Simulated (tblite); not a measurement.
Compound: indole, C8H7N.
SMILES with atom numbers: `[cH:1]1[cH:2][cH:3][c:4]2[nH:5][cH:6][cH:7][c:8]2[cH:9]1` (hydrogens: H10 on C1; H11 on C2; H12 on C3; H13 on N5; H14 on C6; H15 on C7; H16 on C9)

Computed with GFN2-xTB (tblite), gas phase: Langevin dynamics at 200 K from the optimised GFN2-xTB geometry, time step 0.5 fs, friction 0.01 fs⁻¹, 2000 steps. The instantaneous temperature is 2·E(kin)/(3Nk) with all 3N coordinates.

```
t (fs)  T (K)  E(pot) above start (eV)  C1–C2 (Å)  C2–C3 (Å)  C3–C4 (Å)  C4–N5 (Å)  N5–C6 (Å)  C1–H10 (Å)
     0    163                    0.000      1.398      1.378      1.389      1.365      1.368       1.080
    25    104                    0.187      1.389      1.380      1.393      1.357      1.386       1.080
    50     81                    0.236      1.396      1.387      1.391      1.336      1.392       1.092
    75    118                    0.219      1.389      1.369      1.395      1.357      1.378       1.094
   100    144                    0.259      1.397      1.371      1.367      1.331      1.367       1.040
   125    116                    0.370      1.405      1.386      1.378      1.350      1.358       1.113
   150    136                    0.373      1.404      1.406      1.357      1.370      1.355       1.109
   175    150                    0.446      1.396      1.407      1.370      1.337      1.332       1.020
   200    223                    0.324      1.390      1.382      1.393      1.360      1.366       1.092
   225    209                    0.418      1.371      1.396      1.362      1.379      1.379       1.118
   250    193                    0.352      1.390      1.384      1.380      1.360      1.375       1.068
   275    115                    0.405      1.400      1.362      1.404      1.375      1.369       1.057
   300    246                    0.227      1.417      1.379      1.420      1.374      1.371       1.088
   325    157                    0.286      1.398      1.382      1.366      1.341      1.365       1.098
   350    185                    0.266      1.380      1.392      1.400      1.356      1.361       1.064
   375    163                    0.368      1.381      1.395      1.382      1.366      1.355       1.121
   400    169                    0.369      1.390      1.408      1.389      1.377      1.357       1.110
   425    147                    0.336      1.398      1.388      1.380      1.409      1.349       1.044
   450    166                    0.382      1.379      1.382      1.376      1.415      1.347       1.100
   475    226                    0.330      1.409      1.371      1.389      1.391      1.337       1.103
   500    236                    0.265      1.408      1.398      1.388      1.358      1.351       1.031
   525    226                    0.267      1.404      1.393      1.430      1.374      1.345       1.082
   550    202                    0.525      1.414      1.374      1.399      1.360      1.357       1.125
   575    250                    0.414      1.410      1.383      1.384      1.354      1.365       1.065
   600    268                    0.247      1.399      1.402      1.364      1.384      1.370       1.084
   625    229                    0.411      1.383      1.385      1.362      1.369      1.382       1.089
   650    214                    0.386      1.371      1.393      1.382      1.374      1.401       1.057
   675    197                    0.358      1.411      1.386      1.380      1.378      1.398       1.085
   700    238                    0.349      1.391      1.385      1.358      1.400      1.387       1.110
   725    275                    0.353      1.397      1.372      1.368      1.396      1.384       1.047
   750    208                    0.370      1.437      1.377      1.379      1.361      1.380       1.087
   775    210                    0.397      1.408      1.394      1.397      1.353      1.401       1.108
   800    222                    0.378      1.384      1.360      1.414      1.364      1.421       1.062
   825    275                    0.244      1.402      1.345      1.402      1.360      1.386       1.057
   850    170                    0.361      1.426      1.363      1.395      1.381      1.380       1.102
   875    135                    0.466      1.429      1.377      1.387      1.370      1.371       1.093
   900    272                    0.378      1.426      1.369      1.390      1.366      1.358       1.053
   925    277                    0.444      1.413      1.375      1.382      1.360      1.386       1.108
   950    298                    0.450      1.388      1.375      1.407      1.345      1.405       1.069
   975    264                    0.539      1.379      1.364      1.421      1.362      1.427       1.047
  1000    237                    0.389      1.379      1.380      1.393      1.347      1.422       1.112
```

**Question.** From 500 fs on, how do temperature and potential energy compare with equipartition?

**Answer.** The mean temperature of these 21 frames is 234 K against the target 200 K, and the mean potential energy 0.38 eV against 42 × kT/2 = 0.36 eV for 42 classical harmonic modes. For 16 atoms in a canonical ensemble the temperature itself scatters by T·√(2/(3N)) = 41 K; here its standard deviation is 39 K. The whole run lasts only 10 friction times of 100 fs, so these averages carry a wide statistical error.

**Question.** What are the kinetic and total energies of the listed frame with the highest potential energy?

**Answer.** The one at 975 fs, 0.539 eV above the start. Its kinetic energy is 3NkT/2 = 0.547 eV at 264 K, so the sum is 1.09 eV; over the listed frames the sum runs from 0.34 to 1.09 eV, since the thermostat adds and removes energy.

**Question.** How much do the listed bonds fluctuate from 500 fs on?

**Answer.** 
```csv
bond,at the start (Å),mean (Å),standard deviation (Å)
C1–C2,1.398,1.403,0.018
C2–C3,1.378,1.379,0.014
C3–C4,1.389,1.390,0.018
C4–N5,1.365,1.367,0.014
N5–C6,1.368,1.385,0.023
C1–H10,1.080,1.080,0.025
```

The motion is classical and holds no zero-point motion.

The cost below is that of the whole dynamics run. On one thread, Arm Neoverse V1 (aarch64), shared host with 64 logical CPUs at a one-minute load of 20, this took 12 s and 0.19 GiB of memory at its peak.
